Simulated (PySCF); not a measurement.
C4H10Si2, SMILES C1C[Si@@H]([SiH2]1)C=C.

Coordinates come from a PBE0-D3(BJ)/def2-SVP optimisation. The structure was generated by enumeration; whether it is a known compound was not checked. One conformer was computed; it need not be the lowest.

All values below come from PySCF with PBE/def2-TZVP.

Gas-phase values at a fixed geometry.

Problem. Estimate the frontier levels, gap, dipole moment and polarisability. (The exact figures need the calculation; the answer reports its results.)

Solution. 
The highest occupied level comes out as -6.01 eV and the lowest empty level is -1.68 eV. The orbital gap is 4.33 eV, the dipole moment comes out as 0.79 D and the quadrupole, principal values (traceless, Buckingham form, about the centre of nuclear charge) comes out as -4.49, 0.38, 4.11 D·Å. The mean static polarisability is 109.0 bohr³ (16.16 Å³) and the polarisability, principal values comes out as 88.2, 95.0, 144.0 bohr³.
